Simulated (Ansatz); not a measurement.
`CB[NH][GaH2]` + `C=C=N` → `N=C=[CH][GaH2]` + `CBN`  (formal exchange of groups at a Ga–N bond)

Program: Ansatz. Geometries: PBE0-D4/def2-TZVP. ΔE: electronic, gas phase. CCSD(T)/CBS adds triple-zeta CCSD(T) − MP2 to the extrapolated MP2 energy (def2 sets, frozen cores). This one scheme is used for every species. Functionals use def2-TZVPP. For Ga outer-core shells are correlated without core-valence functions, which leaves a few kJ/mol of doubt a bond. Scalar relativity is left out up to krypton. Each species was taken in one conformer, which may not be the lowest.

`CB[NH][GaH2]`:

```xyz
11

C     0.741    0.066   -1.412
B     0.836   -0.680   -0.036
N    -0.048   -0.463    1.041
Ga   -1.500    0.674    1.193
H     1.684    0.586   -1.617
H     0.635   -0.665   -2.222
H    -0.072    0.790   -1.500
H     1.714   -1.492    0.126
H     0.139   -1.018    1.864
H    -2.236    0.620    2.572
H    -1.893    1.583   -0.008
```

`C=C=N`:

```xyz
6

C    -0.916    0.132   -0.291
C     0.272   -0.006    0.232
N     1.333   -0.101    0.821
H    -1.216    1.079   -0.719
H    -1.603   -0.702   -0.308
H     2.131   -0.402    0.265
```

`N=C=[CH][GaH2]`:

```xyz
8

N     1.594    0.838    1.360
C     0.870    0.686    0.399
C    -0.021    0.554   -0.552
Ga   -1.319   -0.871   -0.432
H     2.497    0.377    1.377
H     0.004    1.255   -1.379
H    -2.381   -1.005   -1.574
H    -1.245   -1.833    0.800
```

`CBN`:

Z-matrix (Å, degrees):
```
C
B 1 1.568
H 1 1.095 2 110.4
H 1 1.096 2 110.3 3 116.2
H 1 1.094 2 114.3 3 -121.9
N 2 1.392 1 122.0 3 122.1
H 2 1.202 1 121.0 3 -57.9
H 6 1.005 2 123.2 1 180.0
H 6 1.007 2 123.1 1 -0.0
```

```
          level  ΔE (kJ/mol)
        ωB97X-V          1.3
           PBE0         -7.4
CCSD/def2-TZVPP          4.4
  MP2/CBS(def2)         -3.1
```

(1) What does CCSD(T)/CBS give? (Best estimate.)

Largest T1 diagnostic among the species: 0.015.

## Answers

(1) The calculation gave: +1.6 kJ/mol. The listed levels differ from it by -0.3, -9.0, 2.8, -4.7 kJ/mol.

From BLYP to BHLYP (50 % exact exchange), in def2-TZVPP and without D4, ΔE moves by +4.8 kJ/mol. At CCSD(T), def2-SVP lies +3.0 kJ/mol from the extrapolated value and def2-TZVPP +1.3 kJ/mol.

CCSD(T)/CBS has its own doubt, a few kJ/mol and more with outer-core shells, so smaller differences from it don't rank the levels.
